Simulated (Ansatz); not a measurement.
# F2H3SbSi: where a starting geometry ends

The starting geometry of this gas-phase singlet was optimised with GFN2-xTB; its bonds are those of `F[SiH](F)[SbH2]`.

```json
{"atom": "F", "x (Å)": "1.3934", "y (Å)": "-1.0896", "z (Å)": "-0.3586"}
{"atom": "F", "x (Å)": "-0.1422", "y (Å)": "-0.4397", "z (Å)": "1.4461"}
{"atom": "Sb", "x (Å)": "-1.5775", "y (Å)": "-2.5102", "z (Å)": "-0.7116"}
{"atom": "Si", "x (Å)": "0.3700", "y (Å)": "-1.7623", "z (Å)": "0.6860"}
{"atom": "H", "x (Å)": "1.2353", "y (Å)": "-2.4032", "z (Å)": "1.6553"}
{"atom": "H", "x (Å)": "-0.8481", "y (Å)": "-4.0146", "z (Å)": "-0.9883"}
{"atom": "H", "x (Å)": "-2.3344", "y (Å)": "-3.1751", "z (Å)": "0.6505"}
```

Problem. Predict what becomes of its bonds when it is optimised with PBE0-D4/def2-SVP.

Solution. It keeps its bonds, and is `F[SiH](F)[SbH2]`.

The energy falls by 0.21 eV over 10 steps:

| step | E − E(last) (eV) |
| --- | --- |
| 1 | 0.211 |
| 2 | 0.149 |
| 3 | 0.043 |
| 4 | 0.021 |
| 5 | 0.003 |
| 6 | 0.001 |
| 7 | 0.000 |
| 8 | 0.000 |
| 9 | 0.000 |
| 10 | 0.000 |

Final geometry (Å):

```yaml
atoms:
  - { symbol: F, position_ang: [1.4826, -1.1296, -0.3986] }
  - { symbol: F, position_ang: [-0.1355, -0.3410, 1.4771] }
  - { symbol: Sb, position_ang: [-1.6350, -2.5386, -0.6938] }
  - { symbol: Si, position_ang: [0.3556, -1.6408, 0.6457] }
  - { symbol: H, position_ang: [1.0217, -2.5595, 1.6064] }
  - { symbol: H, position_ang: [-0.7346, -3.9656, -1.0112] }
  - { symbol: H, position_ang: [-2.2585, -3.2195, 0.7537] }
```

Frequencies at the end are all real (lowest 91 cm⁻¹). Atoms past krypton carry core potentials, without spin–orbit terms. Run with Ansatz 0.2.0, 11 s on 2 threads of Intel(R) Xeon(R) 6975P-C (Granite Rapids), with other jobs on the host.
